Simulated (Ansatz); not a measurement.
Nudged elastic band run: AlBrClF₂H

The input (input.yaml):

```yaml
crystal:
  periodic: [false, false, false]
  atoms:
    - { symbol: Al, position_ang: [0.002364, -0.007552, 0.160243] }
    - { symbol: Cl, position_ang: [-0.010545, 0.667412, 2.153608] }
    - { symbol: F, position_ang: [1.419292, 0.089832, -0.692414] }
    - { symbol: F, position_ang: [-1.425895, -0.008332, -0.679037] }
    - { symbol: Br, position_ang: [0.094272, -2.595152, 0.787501] }
    - { symbol: H, position_ang: [0.098112, -2.174108, 2.156899] }
basis:
  gaussian: { orbitals: def2-SVP }
hamiltonian:
  xc: r2scan
  dispersion: d4
neb:
  order_check: false
  images: 9
  f_tol: 0.03
  max_iterations: 60
  spring: 20.0
  final_atoms:
    - { symbol: Al, position_ang: [0.01992404, -0.54045584, -0.12794267] }
    - { symbol: Cl, position_ang: [0.01391448, 0.09756921, 2.30867256] }
    - { symbol: F, position_ang: [1.41633219, 0.22530045, -0.58375865] }
    - { symbol: F, position_ang: [-1.43170203, 0.12711081, -0.56524931] }
    - { symbol: Br, position_ang: [0.09926391, -2.76786721, 0.25634223] }
    - { symbol: H, position_ang: [0.05986742, -1.16955742, 2.59873585] }
  initial_path:
    images:
      - { positions_ang: [[0.002364, -0.007552, 0.160243], [-0.010545, 0.667412, 2.153608], [1.419292, 0.089832, -0.692414], [-1.425895, -0.008332, -0.679037], [0.094272, -2.595152, 0.787501], [0.098112, -2.174108, 2.156899]] }
      - { positions_ang: [[0.00046717, -0.00568061, 0.12864267], [-0.00834489, 0.53265045, 2.23932984], [1.42620323, 0.07504204, -0.72333354], [-1.43532616, -0.0080457, -0.71092755], [0.10114951, -2.58996929, 0.79963646], [0.09345114, -2.03189689, 2.15345213]] }
      - { positions_ang: [[-0.00142966, -0.00380922, 0.09704234], [-0.00614478, 0.3978889, 2.32505168], [1.43311446, 0.06025208, -0.75425309], [-1.44475731, -0.00775939, -0.74281811], [0.10802701, -2.58478658, 0.81177193], [0.08879028, -1.88968578, 2.15000525]] }
      - { positions_ang: [[-0.00332648, -0.00193783, 0.06544201], [-0.00394467, 0.26312734, 2.41077351], [1.44002568, 0.04546211, -0.78517263], [-1.45418847, -0.00747309, -0.77470866], [0.11490452, -2.57960386, 0.82390739], [0.08412942, -1.74747468, 2.14655838]] }
      - { positions_ang: [[-0.00522331, -6.643e-05, 0.03384168], [-0.00174456, 0.12836579, 2.49649535], [1.44693691, 0.03067215, -0.81609218], [-1.46361963, -0.00718679, -0.80659921], [0.12178203, -2.57442115, 0.83604286], [0.07946856, -1.60526357, 2.14311151]] }
      - { positions_ang: [[-0.00712014, 0.00180496, 0.00224134], [0.00045555, -0.00639576, 2.58221719], [1.45384814, 0.01588219, -0.84701172], [-1.47305079, -0.00690049, -0.83848977], [0.12865954, -2.56923844, 0.84817832], [0.0748077, -1.46305246, 2.13966463]] }
      - { positions_ang: [[-0.0017113, -0.1066472, -0.02379546], [0.00314734, 0.01439723, 2.52750826], [1.44634495, 0.05776584, -0.79436111], [-1.46478104, 0.01990177, -0.78384168], [0.12278041, -2.60896419, 0.7298111], [0.07181964, -1.40435345, 2.23147888]] }
      - { positions_ang: [[0.00369753, -0.21509936, -0.04983226], [0.00583912, 0.03519023, 2.47279934], [1.43884176, 0.09964949, -0.74171049], [-1.45651129, 0.04670403, -0.72919359], [0.11690128, -2.64868995, 0.61144388], [0.06883159, -1.34565444, 2.32329312]] }
      - { positions_ang: [[0.00910637, -0.32355152, -0.07586906], [0.00853091, 0.05598322, 2.41809041], [1.43133857, 0.14153315, -0.68905988], [-1.44824154, 0.07350629, -0.6745455], [0.11102216, -2.6884157, 0.49307666], [0.06584353, -1.28695544, 2.41510736]] }
      - { positions_ang: [[0.0145152, -0.43200368, -0.10190587], [0.0112227, 0.07677622, 2.36338149], [1.42383538, 0.1834168, -0.63640927], [-1.43997179, 0.10030855, -0.6198974], [0.10514303, -2.72814146, 0.37470945], [0.06285547, -1.22825643, 2.5069216]] }
      - { positions_ang: [[0.01992404, -0.54045584, -0.12794267], [0.01391448, 0.09756921, 2.30867256], [1.41633219, 0.22530045, -0.58375865], [-1.43170203, 0.12711081, -0.56524931], [0.09926391, -2.76786721, 0.25634223], [0.05986742, -1.16955742, 2.59873585]] }
```

Command:

```bash
$ ansatz run input.yaml --threads 4 --pin off --max-ram 5120MiB --backend cpu --events-out ev --progress --plain --runs-dir out
```

Output, in part (warnings, iteration lines, the closing report on the highest movable image, with atoms numbered from 0):

```
NEB end point (image 0): max|allowed force component| = 6.025e-3 eV/Å (the criterion of neb.relax_end_points is 1.000e-2)
NEB end point (image 10): max|allowed force component| = 4.247e-3 eV/Å (the criterion of neb.relax_end_points is 1.000e-2)
NEB iter   1: max|band force component| = 2.709e0 eV/Å  barrier→ = 1.1835 eV  barrier← = 1.1985 eV  Δτ_max = 0.2000 Å  (298 SCF iters)
NEB iter   2: max|band force component| = 1.231e0 eV/Å  barrier→ = 0.4474 eV  barrier← = 0.4623 eV  Δτ_max = 0.1942 Å  (295 SCF iters)
NEB iter   3: max|band force component| = 6.616e-1 eV/Å  barrier→ = 0.1938 eV  barrier← = 0.2087 eV  Δτ_max = 0.0604 Å  (278 SCF iters)
NEB iter   4: max|band force component| = 3.722e-1 eV/Å  barrier→ = 0.1562 eV  barrier← = 0.1711 eV  CI = image 5  Δτ_max = 0.0486 Å  (254 SCF iters)
NEB iter   5: max|band force component| = 4.168e-1 eV/Å  barrier→ = 0.1457 eV  barrier← = 0.1606 eV  CI = image 5  Δτ_max = 0.0120 Å  (257 SCF iters)
NEB iter   6: max|band force component| = 2.688e-1 eV/Å  barrier→ = 0.1420 eV  barrier← = 0.1569 eV  CI = image 5  Δτ_max = 0.0192 Å  (256 SCF iters)
NEB iter   7: max|band force component| = 9.520e-2 eV/Å  barrier→ = 0.1355 eV  barrier← = 0.1504 eV  CI = image 5  Δτ_max = 0.0212 Å  (265 SCF iters)
NEB iter   8: max|band force component| = 5.508e-2 eV/Å  barrier→ = 0.1320 eV  barrier← = 0.1470 eV  CI = image 5  Δτ_max = 0.0125 Å  (251 SCF iters)
NEB iter   9: max|band force component| = 2.180e-2 eV/Å  barrier→ = 0.1314 eV  barrier← = 0.1463 eV  CI = image 5  Δτ_max = 0.0000 Å  (482 SCF iters)
Total energy: -94599.50321583 eV, -3476.4676213356 hartree
Atom 0 at     0.013502    -0.303139     0.081733 Å, force    -0.000871    -0.011864     0.020696 eV/Å
Atom 1 at     0.010366     0.187404     2.272588 Å, force     0.002526     0.000976    -0.000419 eV/Å
Atom 2 at     1.435091     0.124927    -0.644588 Å, force     0.021254     0.006452    -0.008361 eV/Å
Atom 3 at    -1.443388     0.029529    -0.624296 Å, force    -0.021790     0.003539    -0.010355 eV/Å
Atom 4 at     0.097220    -2.631089     0.815632 Å, force     0.000196     0.001908     0.000093 eV/Å
Atom 5 at     0.064809    -1.435532     1.985731 Å, force    -0.001314    -0.001011    -0.001654 eV/Å
Dipole moment:     0.013490    -0.314670     0.383288 e Å
```

The run converged. Another band between the same ends (9 images) ends at a top of the same energy, where a vibrational analysis finds 1 clearly imaginary mode. The orbitals stay closed-shell, which can raise the energy where a bond breaks towards radicals; this wasn't checked here.

Final band (atoms are numbered from 1 in the order of the input):

```
image  path coordinate (Å)  energy (eV)  Br5–H6 (Å)  Cl2–H6 (Å)
    0                 0.00        0.000        1.43        2.84
    1                 0.20        0.008        1.44        2.59
    2                 0.39        0.029        1.45        2.35
    3                 0.59        0.060        1.48        2.11
    4                 0.79        0.103        1.54        1.88
    5                 0.99        0.131        1.67        1.65
    6                 1.18        0.097        1.87        1.47
    7                 1.38        0.046        2.10        1.37
    8                 1.58        0.013        2.34        1.33
    9                 1.78       -0.007        2.59        1.31
   10                 1.97       -0.015        2.84        1.30
```

Run time: 3.4 min on 4 threads of Arm Neoverse V1, with other jobs on the host, peak memory 0.18 GiB.
